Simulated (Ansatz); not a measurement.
Cost and result up the ladder for n-GeSiSiGeH10 (Si2Ge2H10) (14 atoms). The state is a singlet with charge 0. Geometry: PBE-D4/def2-SVP.

Cartesian coordinates in Å:
```
Ge 0.666 1.570 1.721
Ge 0.699 -0.838 -2.164
Si -1.283 0.460 0.880
Si -0.612 -1.480 -0.265
H 1.459 0.614 2.651
H 1.592 1.980 0.544
H 0.297 2.845 2.525
H -2.214 0.134 2.021
H -2.007 1.375 -0.074
H -1.799 -2.293 -0.717
H 0.225 -2.334 0.654
H 1.936 -0.021 -1.704
H 1.192 -2.071 -2.966
H -0.150 0.058 -3.107
```

Ansatz on 4 threads of Intel Xeon on a shared host. Times are rough, and most runs start from the orbitals of an earlier one. PBE0-D4/def2-TZVP serves as the yardstick here, not as an exact answer. Differences are given only for rows in sets of like size (and for xTB, whose basis is part of the method), since another set adds its own error. Binding counts from free atoms at the same level (Ge triplet, Si triplet, H doublet; other spins of the atoms weren't run), without zero-point energy or a counterpoise term.

LC-ωPBE has ω = 0.4 bohr⁻¹. B3LYP takes the VWN-RPA correlation. HSE06 is defined as in plane-wave codes, on full-range PBE exchange. Correlated methods freeze 28 core orbitals; core or outer-core shells of Ge are correlated, in sets that lack core-valence functions. The rows differ in basis, and correlated rows in double-zeta sets carry the largest basis error. Another isomer (singlet) lies 0.23 eV lower at PBE0-D4/def2-TZVP; other spin states weren't run for this one.

Correlated methods converge slowly with the basis, most of all in double-zeta sets.

```
                         level  functions  binding energy per atom (eV)  difference from PBE0-D4/def2-TZVP (eV)
             LC-ωPBE/def2-TZVP        230                          2.77                                   -0.01
              CCSD(T)/def2-SVP        150                          2.65                                       –
               PBE-D4/def2-SVP        150                          2.77                                       –
              PBE0-D4/def2-SVP        150                          2.78                                       –
             PBE0-D4/def2-TZVP        230                          2.78                                    0.00
            B3LYP-D4/def2-TZVP        230                          2.81                                    0.03
           r2SCAN-D4/def2-TZVP        230                          2.82                                    0.04
            HSE06-D4/def2-TZVP        230                          2.78                                    0.00
                 MP2/def2-TZVP        230                          2.66                                   -0.12
PBE-D4/def2-TZVP (with forces)        230                          2.78                                   -0.01
```

**Question.** Estimate how long each takes.

**Answer.** PBE-D4/def2-SVP 1.2 s; PBE0-D4/def2-SVP 2.3 s; PBE-D4/def2-TZVP (with forces) 2.7 s; LC-ωPBE/def2-TZVP 3.1 s; B3LYP-D4/def2-TZVP 3.6 s; r2SCAN-D4/def2-TZVP 3.8 s; MP2/def2-TZVP 3.9 s; HSE06-D4/def2-TZVP 4 s; PBE0-D4/def2-TZVP 4.6 s; CCSD(T)/def2-SVP 16 s. On shared hardware such times vary by a factor of up to 3.
